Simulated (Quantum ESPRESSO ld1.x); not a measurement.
Species: Mn2+. Configuration: [Ar] 3d4 4d1 (not the ground configuration).

Method: scalar-relativistic Kohn-Sham, PBE, spin-unpolarised, spherical densities, point nucleus; computed with ld1.x of Quantum ESPRESSO 7.5.

Energy parts (eV):
part                    energy
total                 -31474.5
kinetic                31823.8
electron-nucleus      -74501.9
Hartree                12594.5
exchange-correlation   -1390.9

Orbitals (lengths in bohr, moments of r in powers of bohr):
\begin{tabular}{lrrrr}
orbital & occ. & eigenvalue (eV) & <1/r> & <r^2> \\ \hline
1s & 2 & -6458.83 & 24.93 & 0.004988 \\
2s & 2 & -773.408 & 5.305 & 0.09221 \\
2p & 6 & -659.630 & 5.202 & 0.07510 \\
3s & 2 & -114.324 & 1.673 & 0.8212 \\
3p & 6 & -82.8027 & 1.542 & 0.9298 \\
3d & 4 & -33.7850 & 1.232 & 1.399 \\
4d & 1 & -9.8663 & 0.3162 & 19.30 \\
\end{tabular}

The highest occupied level is 4d at -9.866 eV. The density falls to 0.001 e/bohr^3 at r = 4.50 bohr.

Run on one thread of a shared host, so times are rough (Intel(R) Xeon(R) Processor @ 2.60GHz): 0.63 s of CPU time, 0.65 s wall, 23 iterations on 1979 mesh points.
